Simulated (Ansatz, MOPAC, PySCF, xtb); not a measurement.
Dimer: CH2O (SMILES C=O) (first 4 atoms) with H2Se (SMILES [SeH2]); geometry from B3LYP-D3(BJ)/def2-TZVP, rigid monomers moved along the line of their centres of mass till O2···Se5 is 3.71 Å.
(charge 0, multiplicity 1):
```xyz
7

C      0.354     0.067    -0.329
O      1.084    -0.668     0.278
H      0.204    -0.034    -1.421
H     -0.204     0.879     0.174
Se     0.873     0.829     3.668
H      0.433    -0.570     3.648
H      0.227     1.065     4.969
```

Counterpoise-corrected where a basis set is named; no monomer relaxation. Rows marked so take none.

Rows in 6-31G* carry no dispersion term and start afresh at each structure (6-31G* with six Cartesian d functions); the Pople sets are all-electron and without relativity. The state that AM1 reach isn't checked.

The values were computed with Ansatz (Gaussian basis) for Hartree–Fock, density functionals and correlated methods; MOPAC for AM1 (differences of heats of formation); PySCF for 6-31G* rows, the dispersion terms; xtb for the GFN methods. Each number belongs to the level named beside it.

Question: One of these levels gives -52.9 meV for the interaction energy. Which?
A. BP86/6-31G* (no counterpoise)
B. GFN1-xTB
C. AM1
D. r2SCAN-D3(BJ)/def2-TZVPPD

Answer: A, BP86/6-31G* (no counterpoise). The others give -8.1 (AM1), -28.1 (GFN1-xTB), -76.7 (r2SCAN-D3(BJ)/def2-TZVPPD)

Ansatz is a program for electronic structure.
